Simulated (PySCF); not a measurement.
BeCl (SMILES [Be+][Cl]), charge +1, singlet, geometry from GFN2-xTB (such geometries of metal compounds can be far from the true shape). Base run: M062X/def2-SVP run with PySCF.

Input for PySCF:
```python
from pyscf import gto, scf, dft, solvent

mol = gto.Mole()
mol.atom = '''
    Be   -0.000000   -0.000000   -1.345504
    Cl    0.000000    0.000000    0.316589
'''
mol.basis = 'def2-svp'
mol.charge = 1
mol.spin = 0
mol.verbose = 4
mol.build()

mf = dft.RKS(mol)
mf.xc = 'm062x'
mf.kernel()
```

Base: HOMO-LUMO gap (eV) 7.61.

A changed run: ΔE vs base (kJ/mol) -222.9; HOMO-LUMO gap (eV) 8.48.

Question: Name the change that produced these shifts.
(A) model = COSMO; solvent = n-hexane
(B) model = IEF-PCM; solvent = n-hexane; vdw_scale = 1.4
(C) model = IEF-PCM; solvent = toluene
(D) model = IEF-PCM; solvent = dimethylsulfoxide
(E) model = IEF-PCM; solvent = chloroform

Answer: C, model = IEF-PCM; solvent = toluene

The base is the gas phase, so ΔE is the electrostatic part of solvation at a fixed geometry, without cavity and dispersion terms.
